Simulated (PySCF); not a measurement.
# Hartree-Fock beside MP2: AlH4NO

All numbers below are calculated, not measured. They come from PySCF 2.14.0, an open-source quantum chemistry program, on an isolated molecule that a program drew, which may never have been made. The molecule is AlH4NO (charge 0, singlet), drawn as the SMILES string `[NH2][AlH][OH]`.

The geometry was optimised and harmonic frequencies were computed with HF and MP2, all in the cc-pV(D+d)Z basis, for the commonest isotopes, with a restricted reference for singlets and an unrestricted one otherwise, and a frozen core in MP2. Each result is a local minimum of its method.

Geometry at the HF minimum:
```xyz
7
AlH4NO, angstrom
N     1.7361    1.5911   -1.0656
Al    1.0966    1.8125    0.5558
O    -0.3552    1.0300    0.9286
H     1.3082    1.0383   -1.7844
H     2.5843    1.9995   -1.4094
H     1.8574    2.7063    1.6053
H    -0.8359    1.0373    1.7379
```

Lengths of the bonds as drawn, in Å (atoms numbered as above):
```
bond,HF,MP2
N1-Al2,1.757,1.768
Al2-O3,1.691,1.716
N1-H4,1.003,1.016
N1-H5,1.002,1.016
Al2-H6,1.575,1.576
O3-H7,0.941,0.962
```

Rotational constants, in GHz:
```
constant,HF,MP2
A,28.57,27.95
B,6.42,6.311
C,5.242,5.149
```

Harmonic frequencies in cm^-1, each column in rising order, so a row needn't be the same motion in every method:
| rank | HF | MP2 |
|---|---|---|
| 1 | 235 | 219 |
| 2 | 320 | 276 |
| 3 | 380 | 342 |
| 4 | 433 | 373 |
| 5 | 546 | 540 |
| 6 | 566 | 543 |
| 7 | 665 | 657 |
| 8 | 760 | 719 |
| 9 | 804 | 773 |
| 10 | 950 | ? |
| 11 | 1670 | 1546 |
| 12 | 2012 | 1984 |
| 13 | 3782 | 3616 |
| 14 | 3867 | 3717 |
| 15 | 4237 | 3947 |

**Estimate the missing MP2 frequency from the HF column.**

A single factor s that minimises the squared misfit of MP2 against s times HF over the other rows is sum(HF x MP2) / sum(HF^2) = 0.9501, with an rms misfit of 37 cm^-1. For rank 10 it gives 0.9501 x 950 = 903 cm^-1. The calculation gives 919 cm^-1, 16 cm^-1 above the estimate. The drawn bonds are on average 1.2 % longer in MP2 than in HF.
